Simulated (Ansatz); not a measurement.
```yaml
crystal:
  periodic: [false, false, false]
  atoms:
    - {symbol: F, position_ang: [-0.725864, 1.861183, 0.507929]}
    - {symbol: C, position_ang: [0.020831, 0.747984, 0.916951]}
    - {symbol: C, position_ang: [-0.822573, -0.511689, 0.677359]}
    - {symbol: Si, position_ang: [-0.475178, -0.763350, -1.184978]}
    - {symbol: Si, position_ang: [1.374113, 0.440383, -0.427061]}
    - {symbol: H, position_ang: [0.294386, 0.914374, 1.961885]}
    - {symbol: H, position_ang: [-1.853086, -0.401719, 1.023760]}
    - {symbol: H, position_ang: [-0.372019, -1.347223, 1.225166]}
    - {symbol: H, position_ang: [-1.411842, -0.027619, -2.072885]}
    - {symbol: H, position_ang: [-0.375897, -2.173350, -1.648963]}
    - {symbol: H, position_ang: [1.973777, 1.646789, -1.052867]}
    - {symbol: H, position_ang: [2.450254, -0.441062, 0.107604]}
basis:
  gaussian: {orbitals: cc-pVTZ, point_charges: [{charge: -1.00, position_ang: [5.640, 0.525, -0.965]}]}
total_charge: 1
magnetization: {spin_polarized: true, initial_magnetization: 9}
hamiltonian: {xc: {name: wB97}}
```

```sh
$ ansatz run in.yaml --threads 4 --pin off --events-out ev --progress --plain --max-ram 10444MiB
```

Shortened log:

```
Functional definition: wB97
1444 factors; their error is unknown
492 factors; integrals over basis functions are off by at most 2.8e-5 eV
mean field evaluation 1: about -20606.4245 eV, gradient 5.6e1 eV
mean field evaluation 2: about -20503.3255 eV, gradient 1.4e2 eV
mean field evaluation 4: about -20622.8428 eV, gradient 1.2e1 eV
mean field evaluation 8: about -20623.8840 eV, gradient 5.1e-1 eV
mean field evaluation 16: about -20623.9558 eV, gradient 3.0e-1 eV
mean field evaluation 32: about -20623.5231 eV, gradient 4.3e0 eV
mean field -20624.24806967 eV, -757.9271369429 hartree, gradient 1.3e-5 eV, S^2 24.767487; 4 other end points of the search recorded, 0 dependent functions left out
reference -20624.24807186 eV, -757.9271370234 hartree; 32, 23 occupied and 224, 233 virtual orbitals, 1444 factors
Total energy: -20624.24807186 eV, -757.9271370234 hartree
```

In this input the spin is set far too high for this molecule. Self-consistency was reached. The result belongs to that input, not to the molecule as meant.
